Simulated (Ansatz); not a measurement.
Calculated with Ansatz (gas phase, PBE0-D4/def2-TZVP geometries, no zero-point term in ΔE). CCSD(T)/CBS adds triple-zeta CCSD(T) − MP2 to the extrapolated MP2 energy (def2 sets, frozen cores). This one scheme is used for every species. DFT in def2-TZVPP. For Ga outer-core shells are correlated without core-valence functions, which leaves a few kJ/mol of doubt a bond. Scalar relativity is left out up to krypton. One conformer a species, not always the lowest.

Consider the cleavage of the Ga–Si bond: `O[SiH2][GaH][OH]` + HCl → `[OH][GaH][Cl]` + `O[SiH3]`.

`O[SiH2][GaH][OH]`:

Z-matrix (Å, degrees):
```
Si
Ga 1 2.403
O 1 1.651 2 101.7
H 1 1.489 2 113.5 3 -118.9
H 1 1.489 2 113.4 3 118.9
O 2 1.813 1 97.9 3 -0.1
H 2 1.567 1 145.5 3 179.9
H 3 0.965 1 113.2 2 0.2
H 6 0.959 2 117.7 1 -180.0
```

HCl:

Cartesian coordinates in Å:
```
Cl -0.192 -0.524 -0.312
H 0.192 0.524 0.312
```

`[OH][GaH][Cl]`:

Cartesian coordinates in Å:
```
O 0.467 1.196 0.472
Ga 0.193 -0.346 -0.358
Cl -1.612 -1.364 0.192
H -0.228 1.425 1.093
H 1.180 -0.912 -1.399
```

`O[SiH3]`:

Z-matrix (Å, degrees):
```
Si
O 1 1.648
H 1 1.489 2 111.7
H 1 1.489 2 111.7 3 120.9
H 1 1.481 2 105.9 3 -119.6
H 2 0.957 1 117.9 3 -60.5
```

CCSD(T)/CBS gives -1.16 eV.

Question: Another level gave -1.55 eV. Which?
A. HF/def2-TZVPP
B. RPA@PBE/def2-TZVPP
C. CAM-B3LYP/def2-TZVPP
D. MP2/def2-TZVPP

Answer: A. HF/def2-TZVPP -1.55, RPA@PBE/def2-TZVPP -1.15, MP2/def2-TZVPP -1.26, CAM-B3LYP -1.21 eV.

Question: What do rigid-rotor, harmonic-oscillator terms from PBE0-D4/def2-TZVP frequencies (298.15 K, 1 bar) make of the CCSD(T)/CBS value? (Best estimate.)

Answer: Ansatz gave: ΔZPE = +0.03 eV, ΔH = -1.16 eV, ΔS = 19 J/(mol·K), ΔG = -1.22 eV.

Largest T1 diagnostic among the species: 0.014.

From PBE to PBE0 (25 % exact exchange), in def2-TZVPP and without D4, ΔE moves by −0.10 eV. At CCSD(T), def2-SVP lies −0.10 eV from the extrapolated value and def2-TZVPP −0.03 eV. The D4 term adds +0.06 eV with B3LYP and +0.03 eV with PBE0; it sums over pairs of atoms, weighted by their polarisabilities, and B3LYP, whose exchange is more repulsive, gets the larger term.

B3LYP here is the variant with VWN-RPA as its local correlation; programs differ in this.
